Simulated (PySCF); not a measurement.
Cards and structures have been mixed up. Pair them.

Structures:
1. `COC[C@H](C)O`
2. `Nc1ccsc1`
3. `FC1CCCC1`
4. `C=C1C[C@@]1(C=O)C(N)=O`

Card P (geometry GFN2-xTB):
* Rotational constants A, B, C: 7.202, 2.536, 1.879 GHz
* Static isotropic polarisability (B3LYP/def2-SVPD): 72.8 au
* HOMO energy (B3LYP/def2-SVPD): -5.64 eV
* Dipole moment (B3LYP/def2-SVPD): 1.87 D
* Lowest triplet excitation (Tamm–Dancoff) (TDA B3LYP/def2-SVPD): 3.48 eV

Card Q (geometry GFN2-xTB):
* Rotational constants A, B, C: 7.851, 1.914, 1.646 GHz
* Static isotropic polarisability (B3LYP/def2-SVPD): 62.1 au
* Lowest singlet excitation (TDDFT B3LYP/def2-SVPD): 6.91 eV (179 nm, f = 0.017)
* HOMO energy (B3LYP/def2-SVPD): -7.53 eV
* Point group: C1
* Strongest line among the 8 lowest singlet transitions (TDDFT B3LYP/def2-SVPD): S8 at 8.07 eV (154 nm, f = 0.097)
* Dipole moment (B3LYP/def2-SVPD): 2.38 D

Card R (geometry GFN2-xTB):
- Rotational constants A, B, C: 2.005, 1.670, 1.183 GHz
- Static isotropic polarisability (PBE0/def2-SVPD): 84.3 au
- Lowest triplet excitation (Tamm–Dancoff) (TDA PBE0/def2-SVPD): 3.88 eV
- Dipole moment (PBE0/def2-SVPD): 2.14 D
- Isotropic shieldings of nuclei other than C and H, by class (GIAO PBE0/pcSseg-1): 147 (1 N), -281 (1 O), -54 (1 O) ppm

Card S (geometry GFN2-xTB):
- Rotational constants A, B, C: 5.830, 3.253, 2.512 GHz
- Static isotropic polarisability (CAM-B3LYP/def2-SVPD): 57.4 au
- Core binding energies (ΔSCF SCAN, pcX-2 on the ionised atom, pcseg-1 elsewhere, spin-free X2C): C1s 290.6 (×2), C1s 290.6 (×2), C1s 292.6, F1s 691.9 eV
- Point group: C1
- HOMO energy (CAM-B3LYP/def2-SVPD): -10.41 eV
- Dipole moment (CAM-B3LYP/def2-SVPD): 2.00 D

All species are isolated and taken at one optimised geometry, non-relativistic unless stated. Electronic properties by PySCF. NMR classes are plain means over equivalent atoms (diastereotopic ones count apart unless rotation or inversion swaps them), as if these changed places fast.

**Question.** Which card belongs to which structure?

**Answer.** P = 2, Q = 1, R = 4, S = 3. What ties each card to its structure:
- 1 (card Q), C4H10O2, monoisotopic mass 90.1 u, 6 heavy atoms: an asymmetric top with C = 1.646 GHz; polarisability 62.1 au for 50 electrons; dipole 2.38 D.
- 2 (card P), C4H5NS, monoisotopic mass 99.0 u, 6 heavy atoms: an asymmetric top with C = 1.879 GHz; polarisability 72.8 au for 52 electrons; dipole 1.87 D.
- 3 (card S), C5H9F, monoisotopic mass 88.1 u, 6 heavy atoms: core lines of C and F; an asymmetric top with C = 2.512 GHz, the highest such constant on the cards; polarisability 57.4 au for 48 electrons; dipole 2.00 D.
- 4 (card R), C6H7NO2, monoisotopic mass 125.0 u, 9 heavy atoms: an asymmetric top with C = 1.183 GHz, the lowest such constant on the cards; polarisability 84.3 au for 66 electrons; dipole 2.14 D.
